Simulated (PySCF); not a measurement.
- coordinates at the GFN2-xTB level
- shielding tensors at PBE0/pcSseg-1 (GIAO)
- program: PySCF 2.14
- a single conformation, gas phase, equivalent nuclei averaged, relativity neglected

Scale: 1H (σref 31.72), 13C (σref 186.93) against TMS (reference shieldings calculated alike). Shifts are as computed. Against solution values, carbons near 30 ppm lie about +3 ppm off and those near 130 ppm about +5 ppm. Of 1211 compounds with measured shifts, 218 miss one by over three times the rms of a fit or turn the order of signals round; such compounds aren't used in these exercises. OH and NH positions are gas-phase values without hydrogen bonding to other molecules.

Problem. Order these molecules by the shift of their most deshielded carbon, lowest δ first.
A. C=C1CCCC[C@@H]1C(F)F
B. CC#CCN(C)[SiH3]
C. COCF

Solution. B (86.5 ppm, alkyne carbon), C (108.7 ppm, sp3 CH2 bonded to F and O), A (155.0 ppm, fully substituted alkene carbon).

Problem. Order these molecules by the shift of their most shielded carbon, lowest δ first.
A. CC#CCN(C)[SiH3]
B. C=C1CCCC[C@@H]1C(F)F
C. COCF
D. Cc1cccc(N)c1
E. C=C/C(C)=C(/C)C#N

Solution. A (4.7 ppm, propargylic methyl carbon), E (15.2 ppm, allylic methyl carbon), D (24.2 ppm, methyl carbon on an aromatic ring), B (29.7 ppm, sp3 CH2 in a ring), C (58.5 ppm, methyl carbon bonded to O).

Problem. How many 13C and 1H signals does each give (equivalence by symmetry and fast rotation, but not about amide C–N or C=N bonds)? `COCF`, `C=C1CCCC[C@@H]1C(F)F`, `CC#CCN(C)[SiH3]`, `C=C/C(C)=C(/C)C#N`, `Cc1cccc(N)c1`

Solution. COCF: 2 C, 2 H; C=C1CCCC[C@@H]1C(F)F: 8 C, 12 H; CC#CCN(C)[SiH3]: 5 C, 4 H; C=C/C(C)=C(/C)C#N: 7 C, 5 H; Cc1cccc(N)c1: 7 C, 6 H.
